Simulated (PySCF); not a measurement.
SiH₃Cl, SMILES [SiH3]Cl.

Geometry optimised at B3LYP-D3(BJ)/def2-TZVP. The isomer is the one that the SMILES or the coordinates give; other isomers of the formula were not compared.

Computed with B3LYP-D3(BJ)/def2-TZVP run with PySCF.

Frequencies are harmonic and unscaled.

Modes within 1.5 cm⁻¹ of each other (mostly degenerate sets) share a row, with their intensities summed.

```json
[
 {"mode": "1", "ν (cm⁻¹)": "535", "IR (km/mol)": "69.0", "moving atoms (share of kinetic energy)": "Si 50 %, Cl 47 %"},
 {"mode": "2–3", "ν (cm⁻¹)": "661", "IR (km/mol)": "49.7", "moving atoms (share of kinetic energy)": "H 91 %"},
 {"mode": "4", "ν (cm⁻¹)": "957", "IR (km/mol)": "266.0", "moving atoms (share of kinetic energy)": "H 93 %"},
 {"mode": "5–6", "ν (cm⁻¹)": "960", "IR (km/mol)": "126.3", "moving atoms (share of kinetic energy)": "H 96 %"},
 {"mode": "7", "ν (cm⁻¹)": "2251", "IR (km/mol)": "53.2", "moving atoms (share of kinetic energy)": "H 99 %"},
 {"mode": "8–9", "ν (cm⁻¹)": "2263", "IR (km/mol)": "205.9", "moving atoms (share of kinetic energy)": "H 96 %"}
]
```
